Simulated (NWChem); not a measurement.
Species: AlH$_{2}$F; SMILES [F][AlH2]

Results from NWChem. All runs use the structure optimised with PBE-D3(BJ)/def2-SVP. Ions are spin-unrestricted doublets at the neutral geometry; other ion states weren't tried.

```tsv
level	vertical ionisation energy, ΔSCF (eV)	−ε(HOMO) (eV)	ΔSCF minus −ε(HOMO) (eV)
B3LYP/def2-TZVP	11.47	8.64	2.83
PBE/def2-TZVP	11.11	7.48	3.63
LRC-wPBEh/def2-TZVP	11.54	10.70	0.84
r2SCAN/def2-TZVP	11.25	7.81	3.44
Hartree-Fock/def2-TZVP	11.09	12.08	-0.99
```
